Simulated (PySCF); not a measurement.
Species: C₉H₁₆P (charge +1).
SMILES with atom numbers: `[CH3:1][C:2]([CH3:3])([CH3:4])[PH+:5]1[CH:6]=[CH:7][CH2:8][CH:9]=[CH:10]1` (hydrogens: H11, H12, H13 on C1; H14, H15, H16 on C3; H17, H18, H19 on C4; H20 on P5; H21 on C6; H22 on C7; H23, H24 on C8; H25 on C9; H26 on C10)

The calculation used PySCF 2.14.0, PBE0-D3(BJ)/def2-SVP geometry optimisation, gas phase.

Problem. List the bond lengths, angles and torsions at this level.

Solution. 
| bond | length (Å) |
| --- | --- |
| C1–C2, C2–C3, C2–C4 | 1.530 |
| C2–P5 | 1.843 |
| P5–C6, P5–C10 | 1.776 |
| C6=C7, C9=C10 | 1.342 |
| C7–C8, C8–C9 | 1.488 |
| C1–H11 and 8 like bonds | 1.101 |
| P5–H20 | 1.416 |
| C6–H21, C10–H26 | 1.093 |
| C7–H22, C9–H25 | 1.096 |
| C8–H23 | 1.107 |
| C8–H24 | 1.108 |

Bonds in one row agree within 0.01 Å and their mean is given. A selection of angles:
| angle | degrees |
| --- | --- |
| C2–C1–H11 | 112.0 |
| C2–C1–H13 | 108.8 |
| H11–C1–H12 | 108.7 |
| H11–C1–H13 | 107.5 |
| C1–C2–C3 | 111.6 |
| C1–C2–P5 | 107.9 |
| C2–P5–C6 | 113.2 |
| C2–P5–H20 | 105.6 |
| C6–P5–C10 | 105.8 |
| C6–P5–H20 | 109.5 |
| P5–C6–C7 | 121.0 |
| P5–C6–H21 | 118.1 |
| C7–C6–H21 | 121.0 |
| C6–C7–C8 | 126.9 |
| C6–C7–H22 | 117.7 |
| C8–C7–H22 | 115.4 |
| C7–C8–C9 | 118.1 |
| C7–C8–H23 | 108.6 |
| C7–C8–H24 | 108.8 |
| H23–C8–H24 | 102.7 |

Dihedral angles: C1–C2–P5–C6 62° (synclinal); C2–P5–C6–C7 -119° (anticlinal); P5–C6–C7–C8 -2° (synperiplanar); C6–C7–C8–C9 -3° (synperiplanar); C7–C8–C9–C10 3° (synperiplanar); C8–C9–C10–P5 2° (synperiplanar); C2–P5–C10–C9 119° (anticlinal). The mirror-image conformer, all signs reversed, is as good.

P5 (phosphonium phosphorus) is distorted tetrahedral (angles from 105.6° to 113.2°). Of the pairs four or more bonds apart, C10···H12 is among the closest relative to their van der Waals radii: 2.96 Å, 102 % of the sum of Bondi's values. C6 (alkene CH carbon) is planar (angles 121.0°, 121.0° and 118.1°, sum 360.0°, 0.00 Å off the plane of its three neighbours). The 6-membered ring P5–C6–C7–C8–C9–C10 has internal angles of 105.8° to 126.9°; it is almost planar, 0.03 Å rms from its mean plane, widest ring torsion 6°. The 7 C–C bonds span 1.342 Å (C6=C7, drawn double) to 1.531 Å (C2–C4, drawn single), a spread of 0.189 Å. The 3 C–P bonds span 1.776 Å (P5–C6, drawn single) to 1.843 Å (C2–P5, drawn single), a spread of 0.067 Å. C7 (alkene CH carbon) is planar (angles 126.9°, 117.7° and 115.4°, sum 360.0°, 0.00 Å off the plane of its three neighbours).

Point group: near Cs, missed by 0.09 Å at most; the miss may be what the optimiser left on a soft mode. PBE0-D3(BJ)/def2-SVP frequencies: not computed here.

The run took 5.6 min on one thread of an Arm Neoverse V1, shared host with 32 logical CPUs at a one-minute load of 24, and the process peaked at 1.0 GiB of memory. That covers the optimisation of the geometry.
